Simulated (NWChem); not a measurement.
Molecule: SF, doublet; SMILES [S]F

Computed with NWChem. Spin-unrestricted. The state is orbitally degenerate and is run as one real component. The geometry was optimised at PBE-D3(BJ)/def2-SVP, spin-unrestricted. No stability test was run on the SCF state. Level: M06-2X/def2-SVP with COSMO at NWChem's default radii, gas-phase geometry; rows give the dielectric constant. Reactions with the solvent are ignored.

```json
[
 {"dielectric constant": "1.5", "electrostatic solvation energy (kcal/mol)": "-0.6", "dipole in solution (D)": "1.35"},
 {"dielectric constant": "2.0", "electrostatic solvation energy (kcal/mol)": "-0.9", "dipole in solution (D)": "1.39"},
 {"dielectric constant": "2.4", "electrostatic solvation energy (kcal/mol)": "-1.1", "dipole in solution (D)": "1.41"},
 {"dielectric constant": "4.8", "electrostatic solvation energy (kcal/mol)": "-1.5", "dipole in solution (D)": "1.47"},
 {"dielectric constant": "78.4", "electrostatic solvation energy (kcal/mol)": "-1.9", "dipole in solution (D)": "1.52"}
]
```
